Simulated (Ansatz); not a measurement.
Start from `NC(O)O[SiH3]` and change one atom or group to get `B[Se]C(N)O`.

Ansatz, PBE0-D4/def2-TZVP geometries, multiplicity 1. Each molecule was computed in one conformer, which needn't be the lowest.

Scalar relativity is left out up to krypton. Spin–orbit coupling is left out; it splits and shifts lone-pair levels of the heavy atoms by tenths of an eV.

```json
{"property": "LUMO energy (ωB97M-V/def2-TZVPP) / eV", "`NC(O)O[SiH3]`": "2.09"}
{"property": "LUMO energy (PBE0/def2-TZVPP) / eV", "`NC(O)O[SiH3]`": "0.54"}
{"property": "HOMO–LUMO gap (PBE0/def2-TZVPP) / eV", "`NC(O)O[SiH3]`": "8.49"}
{"property": "LUMO energy (PBE/def2-TZVPP) / eV", "`NC(O)O[SiH3]`": "-0.32"}
{"property": "HOMO–LUMO gap (PBE/def2-TZVPP) / eV", "`NC(O)O[SiH3]`": "6.08"}
{"property": "size of the dipole moment (ωB97M-V/def2-TZVPP) / D", "`NC(O)O[SiH3]`": "1.53"}
```

(1) Give the same properties after the change, and the shifts. (Estimate.)

Results:

(1) The calculation gave: 
```json
{"property": "LUMO energy (ωB97M-V/def2-TZVPP) / eV", "`B[Se]C(N)O`": "0.46", "shift": "-1.63"}
{"property": "LUMO energy (PBE0/def2-TZVPP) / eV", "`B[Se]C(N)O`": "-1.43", "shift": "-1.97"}
{"property": "HOMO–LUMO gap (PBE0/def2-TZVPP) / eV", "`B[Se]C(N)O`": "5.98", "shift": "-2.51"}
{"property": "LUMO energy (PBE/def2-TZVPP) / eV", "`B[Se]C(N)O`": "-2.31", "shift": "-1.99"}
{"property": "HOMO–LUMO gap (PBE/def2-TZVPP) / eV", "`B[Se]C(N)O`": "3.77", "shift": "-2.31"}
{"property": "size of the dipole moment (ωB97M-V/def2-TZVPP) / D", "`B[Se]C(N)O`": "1.71", "shift": "0.18"}
```

With PBE0 the HOMO rises by 0.53 eV and the LUMO falls by 1.97 eV, so the gap narrows by about 2.50 eV. PBE moves the HOMO by 0.32 eV and ωB97M-V by 0.77 eV. Dipoles are sizes alone; their direction can turn.
